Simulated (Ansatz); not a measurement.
Ideal-gas functions of H4OPSb (`O[PH][SbH2]`) at 800 K and 1 bar, from an Ansatz frequency run at PBE0-D4/def2-TZVP.

Molar mass 172.77 g/mol, point group C1 (symmetry number 1), electronic degeneracy 1, moments of inertia 33.624, 273.912, 297.056 u Å². Harmonic wavenumbers (cm⁻¹, unscaled): 164, 173, 301, 347, 493, 549, 756, 816, 840, 937, 1052, 1928, 1970, 2318, 3842.

Use S(trans) = R[1.5 ln M + 2.5 ln T − 1.1517]; rotational temperatures θ = 24.2544 K / I; S(rot) = R[ln(√π/σ · √(T³/θAθBθC)) + 1.5]; for each mode x = 1.438777 ν̃/T, S = R[x/(eˣ − 1) − ln(1 − e⁻ˣ)] and H = RT x/(eˣ − 1); 1 cm⁻¹ = 0.0119627 kJ/mol; R = 8.31446 J/(mol·K).

By hand: the entropy, in J/(mol·K).

Translation 193.6. Rotation: θ = 0.7213, 0.0885, 0.0816 K, giving 122.5. Vibration, mode by mode: 18.50, 18.06, 13.52, 12.37, 9.58, 8.75, 6.37, 5.83, 5.63, 4.89, 4.15, 1.19, 1.12, 0.67, 0.07, in all 110.7. Electronic 0.0. Sum 426.8 J/(mol·K).

By hand: H − E and G − E in kJ/mol, counted from the electronic energy.

Zero-point energy ½ × 16486 × 0.0119627 = 98.6; thermal vibration 44.8; translation, rotation and pV give 4 RT = 26.6. H − E = 170.0 kJ/mol, and G − E = 170.0 − 800 × 426.8/1000 = -171.4 kJ/mol.

Vibration gives 26 % of the entropy. The sum counts one conformer and one mirror image; others add a mixing term.
